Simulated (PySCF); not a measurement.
CH8FNOSi2.

```xyz
14

C     -2.3635    -0.6799     0.2003
Si    -0.9782     0.3656    -0.5075
O     -1.2396     2.0127    -0.3254
Si     1.0540    -0.2665     0.4773
N      2.3675     0.4228    -0.3787
F      1.0501    -1.9110     0.4842
H     -2.1321    -1.7458     0.0422
H     -2.4776    -0.5194     1.2839
H     -3.3252    -0.4538    -0.2853
H     -0.8940     0.1494    -1.9838
H     -1.0564     2.3809     0.5431
H      1.2183     0.1258     1.9099
H      3.3083     0.4360    -0.0012
H      2.3726     0.4575    -1.3915
```
Charge 0, spin multiplicity 1.

Coordinates come from a PBE0-D3(BJ)/def2-SVP optimisation. The structure was generated by enumeration; whether it is a known compound was not checked. Other conformers were not sampled.

Computed with B3LYP/pcSseg-1 in PySCF. Non-relativistic, no solvent.

Computed absolute GIAO shielding of each atom: isotropic value and principal components (ppm):
| atom | σ(iso) | σ11 | σ22 | σ33 | span |
|---|---|---|---|---|---|
| C1 | 178.1 | 163.3 | 182.6 | 188.3 | 25.0 |
| Si2 | 345.0 | 281.8 | 345.0 | 408.0 | 126.2 |
| O3 | 310.2 | 286.8 | 310.6 | 333.1 | 46.3 |
| Si4 | 353.5 | 323.5 | 349.6 | 387.6 | 64.1 |
| N5 | 219.7 | 189.3 | 219.9 | 250.0 | 60.8 |
| F6 | 324.9 | 236.5 | 330.9 | 407.3 | 170.8 |
| H7 | 31.3 | 27.0 | 29.4 | 37.4 | 10.4 |
| H8 | 31.0 | 27.6 | 29.1 | 36.4 | 8.8 |
| H9 | 30.6 | 26.6 | 27.9 | 37.2 | 10.6 |
| H10 | 26.6 | 24.4 | 24.9 | 30.4 | 6.0 |
| H11 | 31.2 | 23.6 | 26.9 | 43.1 | 19.5 |
| H12 | 26.6 | 23.9 | 24.7 | 31.2 | 7.2 |
| H13 | 29.6 | 23.4 | 25.2 | 40.4 | 17.0 |
| H14 | 30.0 | 23.9 | 26.6 | 39.4 | 15.5 |
